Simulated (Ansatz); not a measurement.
CH$_{4}$OSSi (`C1O[SiH2]S1`), 8 atoms. The species carries charge 0 and has multiplicity 1. All runs use 2 threads of an Arm Neoverse V1 on a shared host. Correlated methods freeze the cores.

Task: Give the basis size and wall time and peak host memory of each of these runs in Ansatz. RKS BLYP-D4/def2-TZVPP energy; RKS ωB97M-V/def2-SVP energy; RKS r2SCANh-D4/def2-TZVPP energy; RKS PBE0-D4/def2-QZVPP energy; RKS PBE0-D4/def2-TZVP frequencies; RHF-CCSD(T)/def2-SVP energy; RKS PBE0-D4/def2-TZVP relaxation (6 steps); RKS ωB97M-V/def2-QZVPP energy; RHF-CCSD(T)/def2-TZVPP energy; RHF-MP2/def2-QZVPP energy; RKS BHLYP-D4/def2-TZVPP energy; RKS PBE0-D4/def2-SVP energy. (Best estimate.)

Result: Computed: Other jobs shared the machine, so times are rough.

```tsv
level	job	functions	wall time	peak host memory (GiB)
RKS PBE0-D4/def2-SVP	energy	84	1.3 s	0.15
RKS BLYP-D4/def2-TZVPP	energy	202	2.6 s	0.23
RHF-CCSD(T)/def2-SVP	energy	84	2.9 s	0.24
RKS BHLYP-D4/def2-TZVPP	energy	202	3.5 s	0.44
RKS ωB97M-V/def2-SVP	energy	84	6 s	0.23
RKS r2SCANh-D4/def2-TZVPP	energy	202	6 s	0.44
RKS PBE0-D4/def2-QZVPP	energy	374	9 s	1.1
RHF-MP2/def2-QZVPP	energy	374	21 s	1.7
RKS ωB97M-V/def2-QZVPP	energy	374	24 s	1.2
RKS PBE0-D4/def2-TZVP	relaxation (6 steps)	160	29 s	0.34
RHF-CCSD(T)/def2-TZVPP	energy	202	65 s	2.4
RKS PBE0-D4/def2-TZVP	frequencies	160	2.2 min	0.34
```
